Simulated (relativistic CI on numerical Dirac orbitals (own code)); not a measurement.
A reference radial Dirac CI calculation of Pb gave the lowest total energy -20871.93985 Ha in 13 SCF steps, from this input:

```
atom Pb  Z=82  charge=0  electrons=82
nucleus A=208  rms_radius_fm=5.5012
hamiltonian dirac-coulomb  breit=on  qed=on  c_scale=1
orbitals kli  potential=per-configuration
slater_scale 1
correlation none
mixing on
grid step=0.0125 r_max=259.4
scf mixing=0.4 start=green max_iterations=150 tolerance=2e-08 node_fill=0.05
configurations
  [Xe] 4f14 5d10 6s2 6p2
end
```

One setting was then changed (and the iteration limit cut to 67), and the output read:

```
SCF 1: [Xe] 4f14 5d10 6s2 6p2
 iter      energy (Ha)   residual   last orbital (Ha)
    1    -20895.616558   2.96e+00     -0.35702
    2    -20912.300521   7.96e-01     -0.15363
    3    -20911.899283   3.95e-01     -0.15063
    4    -20911.807961   5.33e-02     -0.15247
    5    -20911.423377   9.05e-02     -0.14093
    6    -20911.642477   8.89e-03     -0.14593
    7    -20911.678777   1.88e-03     -0.14682
    8    -20911.672899   3.27e-04     -0.14674
    9    -20911.673503   5.10e-05     -0.14677
   10    -20911.673631   9.18e-06     -0.14678
   11    -20911.673615   1.91e-06     -0.14677
   12    -20911.673610   5.56e-07     -0.14677
   13    -20911.673611   2.46e-08     -0.14677
   14    -20911.673611   1.69e-08     -0.14677
orbital energies (Ha): 5s -4.8847  5p1/2 -3.3991  5p3/2 -2.6312  5d3/2 -0.6663  5d5/2 -0.5875  6s -0.4259  6p1/2 -0.1835  6p3/2 -0.1468
configuration averages (Ha): Dirac-Coulomb, Breit, QED
  6p2                         -20911.673611   24.429254   16.966190
levels: no., configuration, term, J, E (cm-1), weight
   1 6p2                    3P   0                0.0  0.80
   2 6p2                    3P   1            14668.9  1.00
   3 6p2                    1D   2            18056.5  0.54
   4 6p2                    3P   2            37273.1  0.54
   5 6p2                    1S   0            45029.3  0.80
lowest total energy -20870.389245 Ha
end: converged
```

(1) Which setting was changed?
A. node fill of the KLI weights
B. SCF mixing
C. configuration list
D. charge

Answers

(1) A. The node fill of the KLI weights 50. This setting is bad on purpose; its numbers may not be properties of the ion.
